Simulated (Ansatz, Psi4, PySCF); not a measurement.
Molecule: H₂SiO₂F, charge 0, multiplicity 2. SMILES: O[Si](O)F
Structure (B3LYP-D3(BJ)/def2-TZVP (Ansatz, a first-principles code) minimum search):
```xyz
6

O      1.1463    -0.7727     0.6740
Si    -0.0084    -0.1699    -0.3317
O     -1.4435    -0.2478     0.4507
F      0.2342     1.3860    -0.6233
H      2.0419    -0.8705     0.3373
H     -1.6551    -1.0613     0.9183
```
Charge 0, spin multiplicity 2.

Quantity: enthalpy of formation at 298 K, in kcal/mol. Conventions: 6-31G* and kin with 6d, 5d where marked; valence correlation only; 6-311+G** with 5d, 6d on Na to Ar in Ansatz; no spin-orbit coupling; UHF or UKS for open shells; no dispersion term unless named; non-relativistic. Basis-set limits of correlation are two-point, X^-3; Hartree-Fock from the larger set (for Q and 5 zeta extrapolated as (X+1)exp(-9√X)). First-principles rows: single points at B3LYP-D3(BJ) geometries (Ansatz), with unscaled harmonic terms from B3LYP/6-31G* (Ansatz) at its own minima, enthalpies of formation by atomisation with measured atoms.

Coupled cluster (Ansatz) is a level with limits of its own, used here on species with T1 under 0.025 (0.045 for open shells) and stable references: CCSD(T)/CBS(cc-pV(Q+d)Z,cc-pV(5+d)Z).

Value to compare with, CCSD(T)/CBS(cc-pV(Q+d)Z,cc-pV(5+d)Z) (Ansatz): -210.4 kcal/mol.

```csv
level,program,enthalpy of formation at 298 K (kcal/mol),difference
HF/3-21G,Ansatz,53.8,264.2
PBE/def2-SVP,Ansatz,-200.2,10.2
BP86/6-31G* (5d),PySCF,-196.3,14.1
B3LYP/STO-3G,Ansatz,-147.6,62.8
B3LYP/6-31G*,Ansatz,-174.9,35.5
B3LYP/6-311+G**,Ansatz,-176.9,33.5
wB97X-D/6-311+G**,Psi4,-180.3,30.1
r2SCAN-D4/def2-TZVPD,Ansatz + dftd4,-208.2,2.2
```

Among the 7 habitual levels, HF/3-21G lies farthest from CCSD(T)/CBS(cc-pV(Q+d)Z,cc-pV(5+d)Z) (Ansatz) (264.2 kcal/mol) and PBE/def2-SVP nearest (10.2); 7 of 7 lie above it, and their mean absolute difference is 64.3 kcal/mol, the median 33.5. One case shows no general order.

The levels are drawn from those run, B3LYP/6-31G* more often than the rest, none by its result; left out are runs that failed, that the program found above a lower state of the same kind, or whose <S^2> lies over 0.5 above the pure value.
